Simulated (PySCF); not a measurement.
# Two-component Hartree-Fock for Kr (krypton, neutral)

Start: [Kr]. Calculated with PySCF 2.14 in x2c-SVPall-2c: generalised Hartree-Fock with the X2C-1e Hamiltonian and a Gaussian nucleus; one run each with spin-orbit coupling (SO) switched off, then screened by Boettger's factors.

```csv
spinor shell,electrons,"ε, spin-free (eV)","ε, screened SO (eV)",weight of nominal j (screened SO),"rms radius, screened SO (bohr)"
1s1/2,2,-14399.4,-14399.1,1.000,0.0478
2s1/2,2,-1959.3,-1959.2,1.000,0.199
2p1/2,2,-1727.5,-1764.5,1.000,0.175
2p3/2,4,-1727.5,-1709.7,1.000,0.178
3s1/2,2,-304.96,-304.94,1.000,0.565
3p1/2,2,-228.60,-234.38,1.000,0.575
3p3/2,4,-228.60,-225.81,1.000,0.585
3d3/2,4,-101.78,-102.59,1.000,0.611
4s1/2,2,-32.079,-32.076,1.000,1.72
4p1/2,2,-14.062,-14.559,1.000,2.05
4p3/2,4,-14.062,-13.820,1.000,2.09
```

**Question.** Where does 3d5/2 lie, and what is the 3d spin-orbit splitting (screened SO)?

**Answer.** At -101.23 eV, 1.362 eV above 3d3/2.

```csv
quantity,spin-free,screened SO
E (hartree),-2787.64719,-2787.79097
M_J,0,0
⟨J²⟩,0.000,0.000
⟨L²⟩,0.000,0.005
⟨S²⟩,0.000,0.005
```

Without spin-orbit coupling the j labels of p, d and f shells carry no meaning; the spin-free column gives the mean over the occupied spinors of each nl shell.
